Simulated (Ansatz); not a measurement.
## Abstraction of Cl: CH2BrCl + CH2I → CH2Br + CH2ClI

Species: CH2BrCl (bromochloromethane) `ClCBr`, singlet; CH2I `[CH2]I`, doublet; CH2Br `[CH2]Br`, doublet; CH2ClI (chloroiodomethane) `ClCI`, singlet. A radical takes Cl: the energy is the difference in strength between two C–Cl bonds in different surroundings.

Shapes, held fixed at every level: PBE0-D4/def2-TZVP. Programs: Ansatz 0.2.0. The zero-point and thermal change to 298 K, harmonic and unscaled (PBE0-D4/def2-TZVP), is -0.1 kJ/mol.

```
             level                    kind  ΔH(298 K) (kJ/mol)  less CCSD(T)/def2-TZVPP  CPU time (sum over the molecules)
       HF/def2-SVP            Hartree–Fock                +0.4                     -1.8                                  –
  SPW92/def2-TZVPP                     LDA                +1.6                     -0.6                              7.6 s
wB97M-V/def2-TZVPP  range-separated hybrid                +1.3                     -0.9                               54 s
wB97X-V/def2-TZVPP  range-separated hybrid                +1.3                     -0.9                               43 s
 B2PLYP/def2-TZVPP           double hybrid                +1.0                     -1.2                               26 s
   CCSD/def2-TZVPP   coupled cluster or CI                +2.4                     +0.2                                  –
CCSD(T)/def2-TZVPP   coupled cluster or CI                +2.2                      0.0                            1.9 min
```

The highest level, CCSD(T)/def2-TZVPP, gives ΔH(298 K) = +2.2 kJ/mol; the levels span +0.4 to +2.4. That is about zero within the method's error. The column of differences is taken from that level and isn't an error. No measured value is set beside it here. Open shells run unrestricted unless RO is named. For atoms past krypton def2 sets carry core potentials with scalar relativity. Relativity is left out for Br unless named. Correlated rows may include outer-core shells of Br, I, which these sets cover unevenly. Times are processor times on shared x86 and Arm servers, and rough.
